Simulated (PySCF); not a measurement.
Mg(I)(Et) (C2H5IMg), SMILES C[CH2][Mg][I].

Coordinates come from a B3LYP-D3(BJ)/def2-SVP optimisation. The def2 effective core potentials stand for the cores of I; spin–orbit coupling is left out. One conformer was computed; it need not be the lowest.

Calculation: PySCF with PBE/def2-TZVP.

```json
{
  "total_energy": "-576.84347 hartree",
  "point_group": "Cs",
  "highest_occupied_level": "-5.82 eV",
  "lowest_empty_level": "-1.90 eV",
  "orbital_gap": "3.92 eV",
  "dipole_moment": "2.21 D",
  "quadrupole, principal values (traceless, Buckingham form, about the centre of nuclear charge)": "-6.05, 2.66, 3.39 D·Å",
  "mean_static_polarisability": "93.4 bohr³ (13.83 Å³)",
  "polarisability_principal_values": "72.9, 76.0, 131.1 bohr³"
}
```
